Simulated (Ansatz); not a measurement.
`[AlH2][InH][Cl]` at its PBE0-D4/def2-TZVP geometry, where that method's forces vanish. Charge 0, multiplicity 1. In: def2 effective core potential.

```
atom    x (Å)    y (Å)    z (Å)
 Al1   0.2177   0.5213  -1.3057
 In2  -0.4078  -0.7735   0.9299
 Cl3   0.5582   0.5282   2.6703
  H4   1.5802   0.1987  -2.0520
  H5  -0.7408   1.6602  -1.8550
  H6  -1.2075  -2.1348   1.6125
```

Problem. For each bond, give half the difference of the two atoms' forces along it (eV/Å; positive pushes the atoms apart) under PBE-D4, r2SCAN-D4, B3LYP-D4, ωB97M-V in def2-TZVPP. (Best estimate.)

Solution. Ansatz gave: 
```tsv
bond	length (Å)	PBE-D4	r2SCAN-D4	B3LYP-D4	ωB97M-V
Al1–In2	2.658	-0.11	-0.04	0.02	-0.01
Al1–H4	1.587	0.08	-0.01	-0.08	-0.10
Al1–H5	1.587	0.08	-0.01	-0.08	-0.10
In2–Cl3	2.378	0.22	0.08	0.28	0.01
In2–H6	1.720	0.09	-0.01	0.01	-0.04
```

B3LYP here is the variant with VWN-RPA as its local correlation; programs differ in this.
